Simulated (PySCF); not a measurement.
Bond length, frequency and bond energy of CaS⁻ by level of theory

State: ²Σ⁺ (doublet), unpaired electrons σ ↑. Set-up: basis Ca def2-SVPD, S def2-SVPD; no relativity; PySCF 2.14. De refers to Ca + S⁻ in their high-spin ground configurations, without counterpoise correction. The functionals are run spin-unrestricted. A positive dipole points towards S; it is taken about the centre of mass and depends on that origin.

```csv
Level,Re (Å),ωe (cm⁻¹),De (eV),μ (D)
UHF,2.470,416,n/a,-4.56
UHF-MP2,2.485,384,n/a,n/a
UHF-SCS-MP2,2.490,384,n/a,n/a
UHF-CCSD,2.488,386,n/a,n/a
UHF-CCSD(T),2.501,371,n/a,n/a
PBE,2.412,408,3.12,-2.63
r²SCAN,2.411,420,3.27,-2.92
TPSSh,2.414,416,3.09,-2.44
PBE0,2.408,420,2.93,-3.13
M06,2.419,413,2.75,-2.45
CAM-B3LYP,2.413,422,2.60,-3.88
B2PLYP,2.449,395,2.54,-4.13
```

(1) What does a quarter of exact exchange do here, going from PBE to PBE0?

(2) What does the triples do here, going from UHF-CCSD to UHF-CCSD(T)?

(3) What does all correlation do here, going from UHF to UHF-CCSD(T)?

Correlated steps freeze 10 core orbitals. For an ion De counts to the pair picked by the measured ionisation energies or electron affinities, which need not be the lowest pair at this level. The highest Kohn–Sham level is positive in this anion. Much of that is self-interaction error, but it also means that the finite basis helps to hold the extra electron. B2PLYP dipoles, levels and charges come from its SCF part alone. The state was picked by a PBE0 search and need not be the measured ground state.

The whole job (state search and all levels along the bond) took about 3.2 min on 1 thread of Oxide Virtual Turin-like (shared host), peak memory 0.65 GiB.

Results:

(1) PBE0 less PBE: -0.4 pm in Re, +2.9 % in ωe, -0.19 eV in De. Exact exchange removes part of the self-interaction that spreads semilocal densities, and in most molecules shortens and stiffens the bond and lowers De; so it does here.

(2) UHF-CCSD(T) less UHF-CCSD: +1.3 pm in Re, -3.9 % in ωe. Correlation nearly always deepens the well. The bond lengthens, as in strong covalent bonds, where excitations into antibonding orbitals dominate.

(3) UHF-CCSD(T) less UHF: +3.1 pm in Re, -10.8 % in ωe. Correlation nearly always deepens the well. The bond lengthens, as in strong covalent bonds, where excitations into antibonding orbitals dominate.
